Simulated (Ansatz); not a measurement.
The same path of C$_{2}$H$_{3}$Te (6 atoms, charge 0, multiplicity 2) was run twice with different band settings. Lost on the way: Te3–H6. Made: C2–H6.

Computed with UKS PBE0/def2-SVP in Ansatz 0.2.0.

Relaxed end points:

```xyz
6
Properties=species:S:1:pos:R:3
C -0.366 -0.072 -1.109
C -0.423 0.099 0.197
Te 0.565 -0.641 1.849
H -1.139 0.359 -1.760
H 0.443 -0.625 -1.609
H 0.919 0.880 2.432
```

```xyz
6
Properties=species:S:1:pos:R:3
C -0.218 0.031 -0.743
C 0.069 0.186 0.560
Te 1.041 -1.274 1.694
H -0.730 0.824 -1.300
H 0.044 -0.879 -1.289
H -0.207 1.111 1.078
```

Common settings: movable images 9; climbing image yes; spring 5.0 eV/Å²; optimiser quadratic models (default); start path through a guess of the saddle point; end points relaxed.

| run | force threshold | iteration limit |
| --- | --- | --- |
| 1 | 0.03 eV/Å | 44 |
| 2 | 0.5 eV/Å | 60 |

Question: What does each run give, and how far can it be trusted?

Answer: Run 1: converged after 22 iterations, highest image 1.115 eV above the first end. A vibrational analysis at the climbing image gives one clearly imaginary mode, 1591i cm⁻¹: a first-order saddle point.
Run 2: converged after 6 iterations, highest image 1.125 eV above the first end. The threshold of 0.5 eV/Å is loose, so the images may lie well off the minimum-energy path. The order of the stationary point at the top wasn't checked.
